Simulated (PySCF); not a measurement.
# Nuclear quadrupole coupling in `C[C@@]1(OC=O)C[C@@H]2CC[C@H]1O2`

C8H12O3.
Structure used (PBE0-D3(BJ)/def2-SVP), in Å, numbered top down from 1:
```
atom  x, y, z in Å
C1    -2.0055   -0.8713   -0.3687
C2    -0.7670   -0.2199    0.2164
O3    -1.1400    0.8524    1.1055
C4    -1.6814    1.9547    0.6012
O5    -1.8646    2.1954   -0.5586
C6     0.1039   -1.2106    1.0225
C7     1.3801   -1.2589    0.1709
C8     2.2194    0.0014    0.4176
C9     1.3687    1.0619   -0.3162
C10    0.2402    0.1938   -0.8927
O11    0.8794   -1.0463   -1.1447
H12   -1.6891   -1.6976   -1.0198
H13   -2.6403   -1.2772    0.4334
H14   -2.5857   -0.1539   -0.9644
H15   -1.9394    2.6421    1.4348
H16   -0.3756   -2.1974    1.0851
H17    0.2707   -0.8415    2.0432
H18    1.9312   -2.2070    0.2119
H19    2.3569    0.2131    1.4875
H20    3.2135   -0.1055   -0.0389
H21    1.9245    1.5366   -1.1357
H22    1.0056    1.8591    0.3446
H23   -0.2338    0.5766   -1.8022
```

Field gradients from the PBE0/pcSseg-1 density (PySCF, non-relativistic), principal values in atomic units, ordered |Vxx| ≤ |Vyy| ≤ |Vzz|:

```tsv
atom	Vxx	Vyy	Vzz
O3	-0.5819	-1.0474	1.6293
O5	0.6158	1.0158	-1.6317
O11	0.2029	1.8015	-2.0044
```

Task: Find the asymmetry η = (Vxx − Vyy)/Vzz and the couplings χ = eQV/h (234.96 MHz × Q in barn × V in au), with Q(17O) = −0.0256 b.

Result: 
```csv
atom,environment,nucleus,η,χzz (MHz),χxx (MHz),χyy (MHz)
O3,ester single-bonded oxygen,17O,0.29,-9.80,3.50,6.30
O5,ester carbonyl oxygen,17O,0.25,9.81,-3.70,-6.11
O11,cyclic ether oxygen,17O,0.80,12.06,-1.22,-10.84
```

The tensor is traceless: Vxx + Vyy + Vzz = 0.

Task: What is Vzz at O5 in SI units (1 au = 9.71736 × 10²¹ V/m²)?

Result: -1.6317 au = -15.856 × 10²¹ V/m².

Task: And the gradient at the other heavy atoms, for which no coupling is worked out here?

Result: 
```csv
atom,environment,Vzz (au),η
C1,methyl carbon,0.089,0.45
C2,sp3 carbon bound to oxygen,0.470,0.11
C4,ester carbonyl carbon,0.405,0.97
C6,ring CH2 carbon,0.081,0.73
C7,sp3 carbon bound to oxygen,0.356,0.17
C8,ring CH2 carbon,-0.066,0.96
C9,ring CH2 carbon,0.080,0.86
C10,sp3 carbon bound to oxygen,0.347,0.36
```

Were the hydrogens deuterons (Q(2H) = 0.00286 b), χzz would run from 177 kHz (H15) to 199 kHz (H22).

Geometry: PBE0-D3(BJ)/def2-SVP, one conformer, isolated molecule. The basis is small and wasn't made for field gradients, so the couplings can be 20 % off.
